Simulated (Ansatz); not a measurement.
Calculation: frozen-core CCSD(T)/def2-TZVPP // BP86-D3(BJ)/def2-SVP (Ansatz, a quantum-chemistry and plane-wave program).

Ansatz 0.2 input:
```yaml
crystal:
  periodic: [false, false, false]
  atoms:
    - { symbol: Zr, position_ang: [-0.0561, -0.000595, 0.013111] }
    - { symbol: Cl, position_ang: [-2.386366, -0.009508, 0.450631] }
    - { symbol: C, position_ang: [0.626335, -1.877762, -0.937071] }
    - { symbol: H, position_ang: [1.731158, -1.838612, -1.087163] }
    - { symbol: H, position_ang: [0.155263, -2.034794, -1.93441] }
    - { symbol: H, position_ang: [0.401324, -2.772641, -0.313086] }
    - { symbol: C, position_ang: [0.537323, 1.641548, -1.345029] }
    - { symbol: H, position_ang: [1.633822, 1.587117, -1.542846] }
    - { symbol: H, position_ang: [0.322575, 2.642616, -0.905599] }
    - { symbol: H, position_ang: [0.013347, 1.584976, -2.326458] }
    - { symbol: C, position_ang: [1.142565, 0.240426, 1.856228] }
    - { symbol: H, position_ang: [0.836782, 1.134437, 2.446097] }
    - { symbol: H, position_ang: [2.219192, 0.361687, 1.590498] }
    - { symbol: H, position_ang: [1.057011, -0.648491, 2.522651] }
basis:
  gaussian: { orbitals: def2-TZVPP }
correlation:
  method: ccsd_t
```

Output:

```
Functional definition: HF
1853 factors; integrals over basis functions are off by at most 1.2e-3 eV
mean field evaluation 1: about -17000.9320 eV, gradient 5.0e1 eV
mean field evaluation 2: about -17001.0600 eV, gradient 5.0e1 eV
mean field evaluation 4: about -17007.3164 eV, gradient 4.4e0 eV
mean field evaluation 8: about -17007.4215 eV, gradient 3.7e-1 eV
mean field evaluation 16: about -17007.4231 eV, gradient 2.0e-6 eV
mean field -17007.42312052 eV, -625.0112716335 hartree, gradient 2.0e-6 eV, S^2 0.000000; 0 other end points of the search recorded, 0 dependent functions left out
8 core orbitals not correlated
reference -17007.42312052 eV, -625.0112716335 hartree; 20, 20 occupied and 289, 289 virtual orbitals, 1853 factors
second order -29.54675363 eV of doubles, -0.00000000 eV of singles
cycle   1  -30.26259751 eV  change   -7.2e-1 eV  update   1.3e-1
cycle   2  -30.90512514 eV  change   -6.4e-1 eV  update   4.4e-2
cycle   3  -31.11624908 eV  change   -2.1e-1 eV  update   2.5e-2
cycle   4  -31.10748744 eV  change    8.8e-3 eV  update   6.8e-3
cycle   5  -31.10231110 eV  change    5.2e-3 eV  update   2.8e-3
cycle   6  -31.10243158 eV  change   -1.2e-4 eV  update   8.7e-4
cycle   7  -31.10236782 eV  change    6.4e-5 eV  update   3.4e-4
cycle   8  -31.10234757 eV  change    2.0e-5 eV  update   1.1e-4
cycle   9  -31.10241427 eV  change   -6.7e-5 eV  update   4.9e-5
cycle  10  -31.10240750 eV  change    6.8e-6 eV  update   2.1e-5
perturbative correction -1.33749569 eV, -0.0491520601 hartree
Total energy: -17039.86302371 eV, -626.2034160873 hartree
```

Cost: around 70 core-minutes (rough).
